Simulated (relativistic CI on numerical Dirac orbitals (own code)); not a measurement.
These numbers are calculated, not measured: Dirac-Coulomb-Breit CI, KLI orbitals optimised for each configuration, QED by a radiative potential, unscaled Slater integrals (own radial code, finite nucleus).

Configuration list (outside the closed core 1s2): 2s, 2p, 3s, 3p, 3d, 4s, 4p, 4d, 4f, 5s, 5p, 5d, 5f, 5g, 6s, 6p, 6d. Levels of other configurations are missing.

At this charge energies of transitions that change n are usually good to better than 1 %, and those within a shell (Δn = 0) to a few per cent.

Outline of the computed level scheme of Cs LIII. Lowest level of each configuration: 2s 2S_1/2 at 0.00 eV; 2p 2P°_1/2 at 123.15 eV; 3s 2S_1/2 at 5742.86 eV; 3p 2P°_1/2 at 5776.75 eV; 3d 2D_3/2 at 5907.19 eV; 4s 2S_1/2 at 7722.10 eV; 4p 2P°_1/2 at 7735.95 eV; 4d 2D_3/2 at 7790.77 eV; 4f 2F°_5/2 at 7806.34 eV.

Some strong electric-dipole decays among the lowest 15 levels: 3d 2D_5/2 → 2p 2P°_3/2 (5.1e+14 s⁻¹); 3d 2D_3/2 → 2p 2P°_1/2 (4.6e+14 s⁻¹); 3p 2P°_1/2 → 2s 2S_1/2 (2.0e+14 s⁻¹); 3p 2P°_3/2 → 2s 2S_1/2 (1.7e+14 s⁻¹); 4d 2D_5/2 → 2p 2P°_3/2 (1.6e+14 s⁻¹); 4d 2D_3/2 → 2p 2P°_1/2 (1.5e+14 s⁻¹); 4f 2F°_7/2 → 3d 2D_5/2 (1.1e+14 s⁻¹); 4f 2F°_5/2 → 3d 2D_3/2 (1.0e+14 s⁻¹).
